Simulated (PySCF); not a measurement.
**Computed structure and properties of [Ce(H2O)]3+**

System: [Ce(H2O)]3+ (singlet in the valence; each metal's 4f electrons, 1 of them, lie in its core potential, out of spins and levels); start: template (C2v). Method: PySCF 2.14.0, RKS TPSS, Ce lcecp-1-SVP with ECP47, O def2-SVP, H def2-SVP; non-relativistic Hamiltonian with scalar-relativistic core potentials where named; density fitting; no spin-orbit coupling.

Input of the relaxation:

```python
mol = gto.M(atom='''
Ce     0.00000     0.00000    -0.29808
O      0.00000     0.00000     2.24942
H      0.77000    -0.00000     2.83942
H     -0.77000     0.00000     2.83942''',
    basis={'Ce': 'lcecp-1-SVP', 'O': 'def2-SVP', 'H': 'def2-SVP'},
    ecp={'Ce': 'lcecp-1-SVP'},
    charge=3, spin=0)
mf = dft.RKS(mol, xc='TPSS')
mf.grids.atom_grid = (50, 194)  # f atoms: unpruned, at least (60, 302)
mf = mf.density_fit()  # fitting sets: Ce AutoAux, O def2-universal-JKFIT, H def2-universal-JKFIT
mf.conv_tol = 1e-08; mf.max_cycle = 55
mf.kernel(dm0)  # dm0: converged density of the start geometry
# quasi-Newton relaxation in Cartesian coordinates to a largest gradient under 0.00045 Eh/bohr, steps kept in the point group
```

Run from Python with OMP_NUM_THREADS=2; the lines above give its settings. Where DIIS fails, smearing, a level shift and second-order steps follow.
It took 9.2 s on 2 threads of Arm Neoverse V1, on a shared host, from the converged density of the start.

Course of the relaxation:

```csv
step,energy above end (eV),largest force component within the symmetry (eV/Å)
0,0.2462,3.161
1,0.1047,1.200
2,0.0164,0.415
3,0.0036,0.498
4,0.0001,0.087
5,0.0000,0.005
```

Relaxed geometry (C2v):

```xyz
4

Ce    0.0000    0.0000   -0.1476
O     0.0000    0.0000    2.1711
H     0.7859    0.0000    2.8033
H    -0.7859    0.0000    2.8033
```

| contact | Å |
| --- | --- |
| Ce1–O2 (H2O) | 2.319 |

On the finer grid (75, 302):

- HOMO: -25.57 eV
- LUMO: -20.74 eV
- Dipole about the centre of mass: 2.73 D
- Set of Mulliken populations of Ce1 outside the core potential: s 2.03, p 6.04, d 0.34, f 0.02
- D3(BJ) dispersion energy (not in the energies): -0.056 eV

```tsv
atom	Mulliken (e)	Löwdin (e)	spin (e)
Ce1	2.57	2.49	0.00
O2	-0.31	0.03	0.00
H3	0.37	0.24	0.00
H4	0.37	0.24	0.00
```

The 4f levels lie in the core potential and are missing. Their spin isn't counted.

No frequency check is given for this geometry.

Taking off one H2O (charge 0, singlet; the rest: singlet) in vacuum, both parts rigid, costs 4.64 eV; the small basis without counterpoise inflates it. Parting with an electron moved from the ligand to the metal can be far cheaper, even downhill.

Rigid scan of H2O along the line from its metal:

(distance to O2 (Å), energy (eV)): (2.02, 0.753), (2.12, 0.288), (2.22, 0.062), (2.32, 0.000), (2.42, 0.047), (2.52, 0.165), (2.72, 0.509)

One start shape was tried, so this needn't be the lowest isomer.

An lcecp potential fixes the number of 4f electrons, so in runs with it no electron can move into or out of that shell.
